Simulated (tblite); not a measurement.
Species: C6H11OSe (charge -1).
Numbering: `[OH:1][C@@H:2]1[CH2:3][CH2:4][C@H:5]([CH2:6][Se-:7])[CH2:8]1` (hydrogens: H9 on O1; H10 on C2; H11, H12 on C3; H13, H14 on C4; H15 on C5; H16, H17 on C6; H18, H19 on C8)

Computed with GFN2-xTB (tblite), gas phase: L-BFGS steps from a force-field or distance-geometry start until the largest atomic force falls under 0.01 eV/Å.

Step 49: E = -706.4312 eV
```
atom  x, y, z in Å  |  force x, y, z in eV/Å
O1     -1.6427    1.9360    0.7744   -0.066  -0.115  -0.087
C2     -1.3659    0.8105   -0.0320    0.030   0.018  -0.058
C3     -1.2221   -0.4802    0.7836    0.021   0.098  -0.010
C4     -0.2821   -1.3792   -0.0093   -0.031   0.062   0.047
C5      0.6561   -0.4314   -0.7803   -0.110   0.003   0.024
C6      2.0484   -0.3581   -0.1680   -0.055  -0.002  -0.022
Se7     2.1123    0.3182    1.6695   -0.023   0.008   0.005
C8     -0.0356    0.9435   -0.8020   -0.074  -0.027   0.018
H9     -0.9230    1.9807    1.4194    0.062   0.017  -0.015
H10    -2.2167    0.7360   -0.7239    0.065   0.046   0.015
H11    -2.1853   -0.9487    0.9913    0.003  -0.003   0.021
H12    -0.7488   -0.2147    1.7288    0.032  -0.046   0.048
H13     0.2864   -2.0158    0.6671    0.031  -0.042  -0.035
H14    -0.8410   -2.0204   -0.6996    0.013   0.064  -0.004
H15     0.7704   -0.8093   -1.8091    0.106   0.053   0.050
H16     2.6800    0.3065   -0.7601    0.028   0.027  -0.018
H17     2.5084   -1.3476   -0.1477    0.006  -0.030  -0.008
H18    -0.1901    1.2981   -1.8239   -0.039   0.007   0.038
H19     0.5814    1.6852   -0.2857    0.000  -0.139  -0.009
```

Step 50: E = -706.4346 eV
```
atom  x, y, z in Å  |  force x, y, z in eV/Å
O1     -1.6549    1.9360    0.7657   -0.017  -0.103  -0.048
C2     -1.3653    0.8070   -0.0306    0.017   0.050  -0.067
C3     -1.2100   -0.4766    0.7900    0.011   0.092  -0.001
C4     -0.2856   -1.3758   -0.0178   -0.023   0.017   0.053
C5      0.6590   -0.4294   -0.7795   -0.117   0.007   0.006
C6      2.0486   -0.3622   -0.1619   -0.060   0.020   0.005
Se7     2.1108    0.3095    1.6751   -0.023   0.029   0.055
C8     -0.0371    0.9428   -0.8041   -0.076   0.001   0.013
H9     -0.9398    1.9900    1.4157    0.044   0.018  -0.029
H10    -2.2157    0.7230   -0.7209    0.050   0.024  -0.010
H11    -2.1694   -0.9419    1.0161   -0.026  -0.027   0.024
H12    -0.7197   -0.2104    1.7259    0.039  -0.030   0.052
H13     0.2770   -2.0291    0.6452    0.059  -0.066   0.003
H14    -0.8544   -2.0010   -0.7135   -0.010   0.056  -0.026
H15     0.7812   -0.8045   -1.8072    0.096   0.036   0.014
H16     2.6840    0.3052   -0.7465    0.036   0.001  -0.042
H17     2.5040   -1.3540   -0.1386    0.009  -0.012  -0.037
H18    -0.1999    1.2906   -1.8270   -0.021   0.017   0.039
H19     0.5773    1.6899   -0.2935    0.012  -0.129  -0.006
```

Step 51: E = -706.4373 eV
```
atom  x, y, z in Å  |  force x, y, z in eV/Å
O1     -1.6656    1.9349    0.7576    0.018  -0.053   0.003
C2     -1.3644    0.8044   -0.0297   -0.008   0.046  -0.045
C3     -1.1998   -0.4726    0.7964    0.001   0.042   0.014
C4     -0.2893   -1.3728   -0.0239   -0.007  -0.030   0.040
C5      0.6597   -0.4272   -0.7779   -0.068   0.003  -0.011
C6      2.0479   -0.3653   -0.1564   -0.044   0.038   0.031
Se7     2.1103    0.3024    1.6812   -0.022   0.040   0.079
C8     -0.0399    0.9421   -0.8056   -0.047   0.015  -0.001
H9     -0.9529    1.9998    1.4100    0.027   0.015  -0.041
H10    -2.2134    0.7115   -0.7186    0.013   0.000  -0.041
H11    -2.1557   -0.9371    1.0375   -0.038  -0.028   0.026
H12    -0.6946   -0.2079    1.7249    0.033  -0.008   0.039
H13     0.2694   -2.0424    0.6257    0.059  -0.065   0.021
H14    -0.8662   -1.9818   -0.7268   -0.031   0.048  -0.026
H15     0.7921   -0.7987   -1.8045    0.071   0.012  -0.021
H16     2.6879    0.3037   -0.7353    0.019  -0.028  -0.048
H17     2.5000   -1.3597   -0.1322   -0.002   0.019  -0.054
H18    -0.2090    1.2836   -1.8292   -0.008   0.031   0.025
H19     0.5734    1.6921   -0.3005    0.033  -0.096   0.008
```

Q: Estimate the geometry and energy of step 52. (The exact step hangs on the optimiser's Hessian estimate; all steps are aligned on step 51, rigid shifts and turns removed.)

A: E = -706.4390 eV, largest force 0.081 eV/Å
```
atom  x, y, z in Å  |  force x, y, z in eV/Å
O1     -1.6717    1.9337    0.7527    0.023   0.001   0.035
C2     -1.3640    0.8033   -0.0294   -0.027   0.013  -0.012
C3     -1.1940   -0.4698    0.8010   -0.006  -0.016   0.022
C4     -0.2918   -1.3715   -0.0264    0.010  -0.048   0.015
C5      0.6589   -0.4257   -0.7766   -0.003  -0.005  -0.018
C6      2.0468   -0.3664   -0.1527   -0.021   0.044   0.042
Se7     2.1103    0.2988    1.6865   -0.020   0.039   0.068
C8     -0.0428    0.9417   -0.8065   -0.007   0.010  -0.011
H9     -0.9591    2.0074    1.4045    0.020   0.010  -0.044
H10    -2.2111    0.7038   -0.7177   -0.021  -0.012  -0.058
H11    -2.1481   -0.9352    1.0496   -0.031  -0.014   0.027
H12    -0.6802   -0.2073    1.7258    0.020   0.009   0.021
H13     0.2660   -2.0516    0.6139    0.039  -0.049   0.019
H14    -0.8738   -1.9685   -0.7355   -0.040   0.037  -0.010
H15     0.8002   -0.7945   -1.8025    0.043  -0.007  -0.036
H16     2.6908    0.3021   -0.7295   -0.007  -0.042  -0.038
H17     2.4977   -1.3625   -0.1299   -0.020   0.046  -0.052
H18    -0.2151    1.2800   -1.8300   -0.003   0.040   0.008
H19     0.5713    1.6913   -0.3046    0.051  -0.056   0.024
```

The energy changes by -0.0018 eV. The first-order estimate −F·Δx gives -0.0025 eV and the mean of the old and new forces, exact on a quadratic surface, -0.0018 eV. The step makes an angle of 77° with the force vector and moves no atom by more than 0.018 Å.

What follows is the cost of the whole relaxation. The run took 2.3 s wall, 1.9 s CPU on one thread, Intel Xeon at 2.50 GHz (x86_64), no GPU (shared host).
